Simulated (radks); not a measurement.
All-electron atom: Hf IV in [Xe] 4f14 5d1. All-electron calculation, scalar-relativistic Kohn-Sham, MS2 meta-GGA, spin-polarised, spherical densities, finite nucleus; open shells are filled with parallel spins first (spin-orbit coupling, left out, can overturn this in heavy ions); meta-GGA in the generalised Kohn-Sham scheme; Fermi nuclear charge, rms radius 5.347 fm. Program: a radial shooting solver on a logarithmic mesh with Libxc functionals.

Normalised radial functions P(r) = r R(r), r in bohr:

```
   r/bohr * 5s up, o 5s down, + 5d up (the largest magnitude, 1.11, reaches the edge; | marks zero, & curves that meet)
0.0009345                             +&
 0.001088                             + &
 0.001266                             + &
 0.001474                             + &
 0.001703                             + &
 0.001982                             + &
 0.002308                             +  &
 0.002665                             +  &
 0.003103                             +  &
 0.003612                             +  &
 0.004205                             +   &
 0.004856                             +   &
 0.005653                             +   &
 0.006581                             +   &
 0.007601                             +   &
 0.008849                             +   &
   0.0103                             +   &
  0.01199                             +   &
  0.01385                             +  &
  0.01612                             +  &
  0.01877                             + &
  0.02168                             &
  0.02524                            &|+
  0.02938                          &  |+
   0.0342                         &   |+
   0.0395                       &     |+
  0.04598                      o*     | +
  0.05353                      &      | +
  0.06182                       &     |  +
  0.07197                         &   |   +
  0.08378                           & |   +
  0.09754                             | &  +
   0.1126                             |    &
   0.1311                             |    +  &
   0.1527                             |    +    &
   0.1763                             |  +     &
   0.2053                             |+   &
   0.2389                            &|
   0.2782                      &  +   |
   0.3213                 &    +      |
    0.374               &     +       |
   0.4354                 &   +       |
   0.5028                      +&     |
   0.5854                         +   |   &
   0.6815                             |+            &
   0.7933                             |     +               &
   0.9162                             |         +               &
    1.067                             |             +            &
    1.242                             |                +      &
    1.434                             |                  &
    1.669                             |             &    +
    1.944                             |       &         +
    2.263                             |    &         +
    2.613                             | &         +
    3.042                             |&       +
    3.541                             &     +
     4.09                             &   +
    4.761                             & +
    5.543                             &+
    6.453                             &
    7.452                             &
    8.675                             &
```

5s up: eigenvalue -94.547 eV, 4 radial nodes at r = 0.0227, 0.0904, 0.235, 0.554 bohr, <r> = 1.13 bohr, 90 % of the charge inside 1.63 bohr. 5s down: eigenvalue -94.095 eV, 4 radial nodes at r = 0.0227, 0.0904, 0.235, 0.554 bohr, <r> = 1.13 bohr, 90 % of the charge inside 1.63 bohr. 5d up: eigenvalue -27.463 eV, 2 radial nodes at r = 0.220, 0.665 bohr, <r> = 1.93 bohr, 90 % of the charge inside 2.93 bohr.
